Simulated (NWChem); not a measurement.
Molecule: AlAsH4O; SMILES [OH][AlH][AsH2]

```xyz
7

Al    -0.5223    -1.2381     0.0464
As    -0.0824     1.1447     0.0598
H     -1.3129     1.3943    -0.8099
H      0.8402     0.9994    -1.1465
H     -1.9610    -1.8824     0.2592
O      0.8439    -2.2469    -0.1176
H      0.8427    -3.2055    -0.0903
```
Atoms are numbered in this order, from 1.

Level: PBE0/def2-SVP (NWChem), optimised geometry, unscaled harmonic frequencies. 

```json
[
 {"frequency (cm⁻¹)": "95", "IR intensity (km/mol)": "2.1"},
 {"frequency (cm⁻¹)": "152", "IR intensity (km/mol)": "2.5"},
 {"frequency (cm⁻¹)": "331", "IR intensity (km/mol)": "6.5"},
 {"frequency (cm⁻¹)": "337", "IR intensity (km/mol)": "7.7"},
 {"frequency (cm⁻¹)": "431", "IR intensity (km/mol)": "177.7"},
 {"frequency (cm⁻¹)": "498", "IR intensity (km/mol)": "199.7"},
 {"frequency (cm⁻¹)": "548", "IR intensity (km/mol)": "59.4"},
 {"frequency (cm⁻¹)": "586", "IR intensity (km/mol)": "44.3"},
 {"frequency (cm⁻¹)": "694", "IR intensity (km/mol)": "135.9"},
 {"frequency (cm⁻¹)": "870", "IR intensity (km/mol)": "156.3"},
 {"frequency (cm⁻¹)": "989", "IR intensity (km/mol)": "21.6"},
 {"frequency (cm⁻¹)": "1926", "IR intensity (km/mol)": "240.8"},
 {"frequency (cm⁻¹)": "2205", "IR intensity (km/mol)": "64.5"},
 {"frequency (cm⁻¹)": "2223", "IR intensity (km/mol)": "73.8"},
 {"frequency (cm⁻¹)": "3975", "IR intensity (km/mol)": "112.2"}
]
```

```
Item                                                                                Value
-----------------------------------------------------------------------  ----------------
zero-point energy                                                           22.7 kcal/mol
thermal correction to the enthalpy at 298.15 K (with zero-point energy)     27.1 kcal/mol
heat capacity Cv                                                         19.7 cal/(mol K)
entropy at 298.15 K and 1 atm (symmetry number 1)                        77.9 cal/(mol K)
dipole moment                                                                      1.67 D
```

Rigid rotor and harmonic oscillator; modes under 100 cm⁻¹ make the entropy uncertain.
